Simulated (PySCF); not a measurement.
TaH: frontier orbitals

PBE0 at R = 1.770 Å; Ta cc-pVDZ-PP with ECP60, H cc-pVDZ; scalar-relativistic core potentials (PySCF 2.14). State: ⁵Δ (quintet), unpaired electrons σ ↑, π ↑↑, δ ↑. Only the outer orbitals are listed, counted within each symmetry, core potentials removing the inner ones.

| spin | orbital | occ. | ε (eV) | on Ta (%) | main shells (%) |
| --- | --- | --- | --- | --- | --- |
| α | 1π | 1 | -41.28 | 100 | 100 Ta p |
| α | 1π | 1 | -41.28 | 100 | 100 Ta p |
| α | 2σ | 1 | -41.01 | 100 | 100 Ta p |
| α | 3σ | 1 | -8.32 | 55 | 45 H s, 36 Ta s, 15 Ta d |
| α | 4σ | 1 | -5.67 | 95 | 52 Ta s, 35 Ta d |
| α | 1δ | 1 | -5.36 | 100 | 100 Ta d |
| α | 2π | 1 | -4.96 | 100 | 99 Ta d |
| α | 2π | 1 | -4.96 | 100 | 99 Ta d |
| α | 1δ | 0 | -2.22 | 100 | 100 Ta d |
| α | 5σ | 0 | -1.43 | 94 | 62 Ta p, 31 Ta d |
| α | 3π | 0 | -1.03 | 100 | 99 Ta p |
| β | 1π | 1 | -39.03 | 100 | 100 Ta p |
| β | 1π | 1 | -39.03 | 100 | 100 Ta p |
| β | 2σ | 1 | -38.61 | 100 | 100 Ta p |
| β | 3σ | 1 | -7.63 | 44 | 56 H s, 22 Ta s, 16 Ta d |
| β | 4σ | 0 | -1.97 | 97 | 72 Ta s, 18 Ta d |
| β | 1δ | 0 | -0.51 | 100 | 100 Ta d |
| β | 5σ | 0 | -0.13 | 98 | 59 Ta p, 39 Ta d |

Problem. Which are the highest filled and the lowest empty level, where do they sit, and how wide is the gap?

Solution. Highest filled α 2π at -4.96 eV (in %: 99 Ta d); lowest empty α 1δ at -2.22 eV (in %: 100 Ta d); the gap at PBE0 is 2.74 eV.

```
bond order (Mayer)                              : 1.01
⟨S²⟩                                            : 6.009
charge on Ta (Mulliken, basis-dependent)        : 0.07
charge on Ta (Löwdin, basis-dependent)          : 0.12
dipole moment (positive dipole means Ta(−)H(+)) : -1.90 D
polarisability along the bond                   : 68.0 bohr³
polarisability across the bond                  : 72.8 bohr³
```

Spin–orbit coupling is left out. With d or f electrons several states lie close, and the lowest PBE0 determinant need not be the measured ground state.
